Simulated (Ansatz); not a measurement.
A CCSD(T) single point on C$_{3}$H$_{12}$O$_{7}$Si$_{2}$ (`CO[Si](OC)(OC)O[Si](O)(O)O`).

```yaml
crystal:
  periodic: [false, false, false]
  atoms:
    - {symbol: C, position_ang: [0.443341, -0.945930, -2.579196]}
    - {symbol: O, position_ang: [-0.069170, 0.212295, -1.958561]}
    - {symbol: Si, position_ang: [-0.257710, 0.383556, -0.355092]}
    - {symbol: O, position_ang: [-0.555970, 1.944305, -0.064081]}
    - {symbol: C, position_ang: [0.292069, 3.010103, -0.436302]}
    - {symbol: O, position_ang: [-1.522708, -0.471003, 0.238566]}
    - {symbol: C, position_ang: [-2.869373, -0.178101, -0.084668]}
    - {symbol: O, position_ang: [1.046292, -0.200649, 0.404675]}
    - {symbol: Si, position_ang: [1.375602, -1.020500, 1.775604]}
    - {symbol: O, position_ang: [2.657760, -2.013052, 1.610833]}
    - {symbol: O, position_ang: [1.773184, 0.114188, 2.870554]}
    - {symbol: O, position_ang: [0.080050, -1.931994, 2.161876]}
    - {symbol: H, position_ang: [1.412939, -1.225866, -2.156418]}
    - {symbol: H, position_ang: [-0.244985, -1.790930, -2.472036]}
    - {symbol: H, position_ang: [0.570665, -0.734417, -3.641854]}
    - {symbol: H, position_ang: [0.512525, 2.983962, -1.507587]}
    - {symbol: H, position_ang: [-0.218496, 3.945574, -0.203821]}
    - {symbol: H, position_ang: [1.231362, 2.974026, 0.123495]}
    - {symbol: H, position_ang: [-3.030039, -0.211767, -1.166476]}
    - {symbol: H, position_ang: [-3.503859, -0.929202, 0.387378]}
    - {symbol: H, position_ang: [-3.150615, 0.811338, 0.284768]}
    - {symbol: H, position_ang: [2.459591, -2.905245, 1.323384]}
    - {symbol: H, position_ang: [2.202114, -0.188296, 3.671650]}
    - {symbol: H, position_ang: [-0.739468, -1.632694, 1.746507]}
basis:
  gaussian: {orbitals: def2-SVP}
correlation: {method: ccsd_t}
```

```sh
$ ansatz run in.yaml --threads 6 --pin off --events-out ev --progress --plain --backend cuda
```

Output of Ansatz, abridged:

```
Functional definition: HF
2287 factors; integrals over basis functions are off by at most 1.5e-3 eV
mean field evaluation 1: about -33249.1796 eV, gradient 6.8e1 eV
mean field evaluation 2: about -33249.1889 eV, gradient 6.8e1 eV
mean field evaluation 4: about -33257.8264 eV, gradient 4.7e0 eV
mean field evaluation 8: about -33257.8869 eV, gradient 1.5e-4 eV
mean field -33257.88694538 eV, -1222.2048022371 hartree, gradient 1.6e-6 eV, S^2 0.000000; 0 other end points of the search recorded, 0 dependent functions left out
20 core orbitals not correlated: weight in the atoms' cores, before any rotation towards them, 1.000 or more for the frozen orbitals, at most 0.000 for the correlated occupied ones
reference -33257.88694538 eV, -1222.2048022371 hartree; 37, 37 occupied and 179, 179 virtual orbitals, 2287 factors
second order -51.14261039 eV of doubles, -0.00000000 eV of singles
cycle   1  -51.90291553 eV  change   -7.6e-1 eV  update   1.5e-1
cycle   2  -53.05053025 eV  change    -1.1e0 eV  update   4.0e-2
cycle   3  -53.33402765 eV  change   -2.8e-1 eV  update   2.0e-2
cycle   4  -53.32038770 eV  change    1.4e-2 eV  update   3.6e-3
cycle   5  -53.31928418 eV  change    1.1e-3 eV  update   1.4e-3
cycle   6  -53.32019195 eV  change   -9.1e-4 eV  update   4.0e-4
cycle   7  -53.31994799 eV  change    2.4e-4 eV  update   1.4e-4
cycle   8  -53.31982692 eV  change    1.2e-4 eV  update   3.8e-5
cycle   9  -53.31981929 eV  change    7.6e-6 eV  update   1.3e-5
perturbative correction -1.23121097 eV, -0.0452461686 hartree
Total energy: -33312.43797564 eV, -1224.2095156233 hartree
```

It took 21 s on 6 threads of an AMD EPYC 7R13 on a shared host and a share of an NVIDIA H100 80 GB, with 0.83 GiB of host memory at the peak.

Correlation energy per correlated electron: -0.737 eV. T1 diagnostic: 0.0109.
